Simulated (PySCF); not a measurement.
C7H10OSSi.
SMILES with atom numbers: `[CH:1]#[C:2][C@@H:3]1[CH:4]=[C:5]([S:6][CH3:7])[CH2:8][O:9][SiH2:10]1`

Probes without a nucleus sit at each ring's centroid and 1 Å off its mean plane on both sides; NICS is minus the shielding there, NICSzz its component along the normal. Level: GIAO PBE0/pcSseg-1 (PySCF, non-relativistic, gas phase) on the GFN2-xTB geometry, one conformer.

Ring bond lengths (Å), with Mayer bond orders in brackets: C3–C4 1.501 (1.00), C4–C5 1.330 (1.76), C5–C8 1.502 (1.01), C8–O9 1.404 (0.88), O9–Si10 1.623 (0.97), Si10–C3 1.923 (0.80).

Task: What do the NICS probes read (ppm)?

Result: 
```csv
ring,type,NICS(0),"NICS(1), two faces","NICS(1)zz, two faces",rms pucker (Å),"centre to ring atoms, mean (Å)"
C3–C4–C5–C8–O9–Si10,"6-membered ring with O and Si; formal bonds 1 double, 5 single",-2.1,-1.5 / -3.6,1.0 / -0.8,0.25,1.50
```

Task: What can be read from them?

Result: 
- C3–C4–C5–C8–O9–Si10: mean NICS(1)zz 0.1 ppm, near zero. C3, C8, Si10 have four or more neighbours, so the value isn't read as a sign of a π ring current.

Task: At the first NICS(1) probe listed for ring C3–C4–C5–C8–O9–Si10, 1 Å off the ring, what do the in-plane components average?

Result: The isotropic value is a third of the trace: (3 × -1.5 − (1.0))/2 = -2.8 ppm.

Task: How shielded are the nuclei of the rings and their hydrogens (means over atoms taken as equivalent)?

Result: 
```json
{"atoms": "C3", "environment": "sp3 carbon bound to silicon", "σ isotropic (ppm)": "169.1", "principal values of the symmetric part, first atom (ppm)": "158.1, 167.4, 181.7"}
{"atoms": "C4", "environment": "alkene CH carbon", "σ isotropic (ppm)": "64.6", "principal values of the symmetric part, first atom (ppm)": "-26.4, 73.9, 146.4"}
{"atoms": "C5", "environment": "fully substituted alkene carbon", "σ isotropic (ppm)": "39.1", "principal values of the symmetric part, first atom (ppm)": "-60.7, 39.9, 138.0"}
{"atoms": "C8", "environment": "sp3 carbon bound to oxygen", "σ isotropic (ppm)": "119.7", "principal values of the symmetric part, first atom (ppm)": "98.5, 104.5, 156.2"}
{"atoms": "O9", "environment": "silyl ether oxygen", "σ isotropic (ppm)": "324.6", "principal values of the symmetric part, first atom (ppm)": "250.9, 344.5, 378.3"}
{"atoms": "Si10", "environment": "oxygen-bound silicon", "σ isotropic (ppm)": "380.6", "principal values of the symmetric part, first atom (ppm)": "339.8, 384.4, 417.5"}
{"atoms": "H on C3", "environment": "methine hydrogen", "σ isotropic (ppm)": "28.91", "principal values of the symmetric part, first atom (ppm)": "23.4, 28.3, 35.1"}
{"atoms": "H on C4", "environment": "vinylic hydrogen", "σ isotropic (ppm)": "26.44", "principal values of the symmetric part, first atom (ppm)": "21.6, 24.9, 32.8"}
{"atoms": "H on C8", "environment": "methylene hydrogen", "σ isotropic (ppm)": "27.12", "principal values of the symmetric part, first atom (ppm)": "22.5, 26.8, 32.1"}
{"atoms": "H on C8", "environment": "methylene hydrogen", "σ isotropic (ppm)": "27.40", "principal values of the symmetric part, first atom (ppm)": "21.3, 29.1, 31.8"}
{"atoms": "H on Si10", "environment": "Si–H hydrogen", "σ isotropic (ppm)": "26.71", "principal values of the symmetric part, first atom (ppm)": "22.8, 24.8, 32.5"}
{"atoms": "H on Si10", "environment": "Si–H hydrogen", "σ isotropic (ppm)": "27.17", "principal values of the symmetric part, first atom (ppm)": "23.9, 25.0, 32.5"}
```
